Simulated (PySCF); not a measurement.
Mo(Me)4 (C4H12Mo), SMILES [CH3][Mo]([CH3])([CH3])[CH3] (connectivity only; charge and spin as stated), neutral, multiplicity 3. Coordinates come from a PBE0-D3(BJ)/def2-SVP optimisation. The spin state was assumed, not searched. The def2 effective core potentials stand for the cores of Mo; spin–orbit coupling is left out.

Computed with PySCF with PBE0-D3(BJ)/def2-SVP.

Harmonic wavenumbers (cm⁻¹): 119, 119, 119, 120, 120, 147, 153, 153, 153, 506, 506, 506, 534, 534, 534, 542, 635, 635, 636, 636, 636, 1180, 1180, 1180, 1198, 1389, 1389, 1389, 1397, 1397, 1397, 1398, 1398, 2999, 2999, 2999, 3003, 3107, 3107, 3107, 3107, 3107, 3111, 3111, 3111. Rotational constants (GHz): 2.560, 2.560, 2.560; symmetry number 12.

Q: Work out the zero-point energy and the ideal-gas rigid-rotor harmonic-oscillator thermochemistry at 298.15 K and 1 atm.

A: ZPE = ½ Σ hcν = ½ × 60802 cm⁻¹ = 363.68 kJ/mol. H − E(el) = 395.51 kJ/mol. Entropy in J/(mol K): translation 171.73, rotation 93.78, vibration 136.68, spin 9.13, total 411.33. G − E(el) = 272.87 kJ/mol. Cp = 167.86 J/(mol K). Modes under 150 cm⁻¹ make the vibrational entropy uncertain.
